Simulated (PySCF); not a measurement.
Species: C₃H₈OSSi.
Numbering: `[CH3:1][S:2]/[CH:3]=[CH:4]/[O:5][SiH3:6]` (hydrogens: H7, H8, H9 on C1; H10 on C3; H11 on C4; H12, H13, H14 on Si6)

Structure used (PBE0-D3(BJ)/def2-SVP), in Å, numbered top down from 1:
```xyz
14
C3H8OSSi angstrom
C     -2.509    0.484   -0.038
S     -1.244    1.222   -1.081
C      0.223    0.861   -0.199
C      0.354    0.211    0.968
O      1.523   -0.044    1.600
Si     3.071    0.330    1.067
H     -2.363   -0.602    0.063
H     -3.468    0.670   -0.540
H     -2.533    0.951    0.959
H      1.106    1.242   -0.725
H     -0.502   -0.180    1.524
H      3.983   -0.199    2.113
H      3.337   -0.321   -0.251
H      3.233    1.808    0.921
```

Linear response at B3LYP/def2-SVPD (PySCF, frozen core in the response, non-relativistic).

Static isotropic polarisability: 92.46 au (13.70 Å³), principal values 69.1, 84.9, 123.3 au.

(1) What is the polarisability at 1064 nm and at the sodium D line?

(2) What is the isotropic C6 coefficient between two such molecules, C6 = (3/π)∫α(iω)² dω?

(3) Which effective excitation energy ω̄ makes London's formula C6 = (3/4)α²ω̄ exact here?

(4) How anisotropic is the static polarisability, by Δα² = ½[(α1 − α2)² + (α2 − α3)² + (α3 − α1)²]?

(5) What molar refraction at the D line follows from R = (4π/3)·N_A·α′, with α′ the polarisability volume?

(6) What n − 1 at the D line would an ideal gas of it have at 273.15 K and 1 atm (2.6868 × 10¹⁹ cm⁻³), by n − 1 = 2π·N·α′?

(7) How many electrons N does the Slater–Kirkwood formula C6 = (3/4)·√N·α^(3/2) need to give this C6?

Results:

(1) 93.59 au at 1064 nm (+1.2 %), 96.38 au at 589.3 nm (+4.2 %). The rise at 589.3 nm is 3.46 times that at 1064 nm; a pure ω² law gives 3.26. The lowest singlet lies at 263 nm, shorter than both wavelengths.

(2) 3056 au (Eh·bohr⁶) by a ten-point quadrature over imaginary frequencies, which is 1830 eV·Å⁶ or 176 J·nm⁶/mol.

(3) ω̄ = 4·C6/(3α²) = 0.477 Eh = 13.0 eV. A one-pole form α(ω) = α/(1 − ω²/ω̄²) fitted to the 1064 nm value gives 10.6 eV. London's choice of the ionisation energy (7.73 eV, ΔSCF at the same level) gives C6 = 1820 au, 40 % too low.

(4) Δα = 48.3 au, or 0.52 of the isotropic value.

(5) α′ = 14.28 Å³ gives R = 36.03 cm³/mol, for isolated, non-vibrating species.

(6) 24.11 × 10⁻⁴, a formal value whether or not that pressure can be reached.

(7) N = (4·C6/3)²/α³ = 21.0; the species has 64 electrons in all.

On one thread, Arm Neoverse N1 (aarch64), shared host with 64 logical CPUs at a one-minute load of 61, this took 1.7 min wall and 0.91 GiB of memory at its peak. This is the whole response run at B3LYP/def2-SVPD, SCF included.

One conformer stands for the species.
